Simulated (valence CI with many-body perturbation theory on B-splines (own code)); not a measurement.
The numbers below are computed, except where a source is named.
# Level structure of W LXII

Method: valence CI with perturbative core correlation (CI+MBPT): three valence electrons over a frozen Dirac-Fock core [Ne], a basis of 11 s, 11 p, 9 d, 7 f, 5 g, 2 h, 1 i functions for each j, with the one-electron correlation potential Σ1, the two-electron term Σ2, the three-electron term Σ3, Breit, model QED; selected CI, second order for the rest (own B-spline code, finite nucleus).

The last digits are not significant, and no measured levels were compared; by estimate large intervals hold to a few tenths of a per cent, small ones and those within an open d or f shell to about a per cent.

Levels 46 to 68 of 68, with energies above the lowest level, (3s^2 3p1/2) J=1/2. "Leading %" is the weight of the configuration and term that name the level; weights of strongly mixed levels are sums over their largest components and can fall short. In the jj column 3d3/2^4 stands for four electrons in 3d with j = 3/2.

| No. | Configuration | Term | J | E (Ry) | Leading % | g | Leading jj |
| --- | --- | --- | --- | --- | --- | --- | --- |
| 46 | 3p²3d | ²D | 3/2 | 95.02 | 34 | 1.086 | 3p1/2 3p3/2 3d3/2 (83 %) |
| 47 | 3p²3d | ²D | 5/2 | 95.10 | 30 | 1.135 | 3p1/2 3p3/2 3d3/2 (85 %) |
| 48 | 3p²3d | ⁴P | 1/2 | 95.36 | 32 | 1.684 | 3p1/2 3p3/2 3d3/2 (86 %) |
| 49 | 3s3d² | ⁴F | 3/2 | 97.13 | 72 | 0.559 | 3s 3d3/2^2 (82 %) |
| 50 | 3s3d² | ⁴F | 5/2 | 98.12 | 46 | 1.064 | 3s 3d3/2^2 (77 %) |
| 51 | 3p²3d | ⁴D | 7/2 | 98.75 | 48 | 1.296 | 3p1/2 3p3/2 3d5/2 (98 %) |
| 52 | 3p²3d | ²G | 9/2 | 99.33 | 59 | 1.173 | 3p1/2 3p3/2 3d5/2 (92 %) |
| 53 | 3s3d² | ⁴P | 1/2 | 99.56 | 59 | 2.262 | 3s 3d3/2^2 (83 %) |
| 54 | 3p²3d | ²P | 3/2 | 99.60 | 50 | 1.331 | 3p1/2 3p3/2 3d5/2 (94 %) |
| 55 | 3p²3d | ²D | 5/2 | 99.92 | 44 | 1.121 | 3p1/2 3p3/2 3d5/2 (89 %) |
| 56 | 3p²3d | ²F | 7/2 | 100.81 | 49 | 1.123 | 3p1/2 3p3/2 3d5/2 (79 %) |
| 57 | 3p²3d | ⁴P | 5/2 | 100.98 | 40 | 1.250 | 3p1/2 3p3/2 3d5/2 (92 %) |
| 58 | 3p²3d | ²P | 1/2 | 101.75 | 44 | 1.223 | 3p1/2 3p3/2 3d5/2 (86 %) |
| 59 | 3p²3d | ²D | 3/2 | 102.01 | 60 | 0.936 | 3p1/2 3p3/2 3d5/2 (92 %) |
| 60 | 3s3d² | ⁴F | 7/2 | 103.00 | 81 | 1.196 | 3s 3d3/2 3d5/2 (82 %) |
| 61 | 3s3d² | ⁴F | 5/2 | 103.18 | 44 | 1.185 | 3s 3d3/2 3d5/2 (95 %) |
| 62 | 3s3d² | ⁴P | 3/2 | 103.61 | 84 | 1.555 | 3s 3d3/2 3d5/2 (99 %) |
| 63 | 3s3d² | ²G | 9/2 | 104.21 | 55 | 1.190 | 3s 3d3/2 3d5/2 (88 %) |
| 64 | 3s3d² | ²F | 5/2 | 104.78 | 50 | 1.117 | 3s 3d3/2 3d5/2 (84 %) |
| 65 | 3s3d² | ²G | 7/2 | 104.80 | 74 | 0.949 | 3s 3d3/2 3d5/2 (94 %) |
| 66 | 3s3d² | ²D | 3/2 | 105.15 | 35 | 1.064 | 3s 3d3/2 3d5/2 (83 %) |
| 67 | 3s3d² | ²P | 1/2 | 105.88 | 57 | 1.198 | 3s 3d3/2 3d5/2 (79 %) |
| 68 | 3p³ | ²P° | 3/2 | 106.80 | 51 | 1.295 | 3p3/2^3 (98 %) |
